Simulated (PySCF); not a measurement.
Isomers of C6H10O2S. The calculation used PBE0-D3(BJ)/def2-SVP geometry optimisation, gas phase in PySCF. Energies are electronic, without zero-point or thermal terms, for one conformer each. No frequencies were run at this level. Point groups hold within 0.08 Å.

Question: Rank from lowest to highest electronic energy at this level (kcal/mol).
A. `[CH2:1]=[CH:2][CH2:3][S:4](=[O:5])(=[O:6])[CH2:7][CH:8]=[CH2:9]` with C1–C2–C3–S4 -120°, C2–C3–S4–O5 -176°, C3–S4–C7–C8 -169°, S4–C7–C8–C9 -111°
B. `[CH3:1][C@H:2]1[CH2:3][CH:4]=[CH:5][S:6](=[O:7])(=[O:8])[CH2:9]1` with C1–C2–C3–C4 172°, C2–C3–C4–C5 -13°, C4–C5–S6–O7 -132°, C5–S6–C9–C2 49°
C. `[CH3:1][CH2:2][C@@H:3]1[CH2:4][CH:5]=[CH:6][S:7]1(=[O:8])=[O:9]` with C1–C2–C3–C4 -176°, C2–C3–C4–C5 -144°, C3–C4–C5–C6 14°, C5–C6–S7–O8 100°, C2–C3–S7–C6 145°
D. `O=S1([C@H]2CC[C@@H]1CC2)=O`

Answer: D (0.0), B (16.1), C (17.0), A (42.5).

As drawn, the highest has a C=C bond outside aromatic rings, which the lowest lacks. Neighbours under 2.5 kcal/mol apart (C[C@H]1CC=CS(=O)(=O)C1 and CC[C@@H]1CC=CS1(=O)=O) can change places with a better method, another conformer or zero-point energy.

```json
{"SMILES": "O=S1(=O)[C@H]2CC[C@@H]1CC2", "E (Eh)": "-782.27663", "E rel (kcal/mol)": "0.0", "dipole (D)": "4.94", "point group": "C2v", "A, B, C (MHz)": "2125, 1708, 1396"}
{"SMILES": "C[C@H]1CC=CS(=O)(=O)C1", "E (Eh)": "-782.25103", "E rel (kcal/mol)": "16.1", "dipole (D)": "5.56", "point group": "C1", "A, B, C (MHz)": "2342, 1180, 960.3"}
{"SMILES": "CC[C@@H]1CC=CS1(=O)=O", "E (Eh)": "-782.24952", "E rel (kcal/mol)": "17.0", "dipole (D)": "5.09", "point group": "C1", "A, B, C (MHz)": "2014, 1438, 1047"}
{"SMILES": "C=CCS(=O)(=O)CC=C", "E (Eh)": "-782.20888", "E rel (kcal/mol)": "42.5", "dipole (D)": "4.29", "point group": "C1", "A, B, C (MHz)": "2243, 918.7, 787.5"}
```
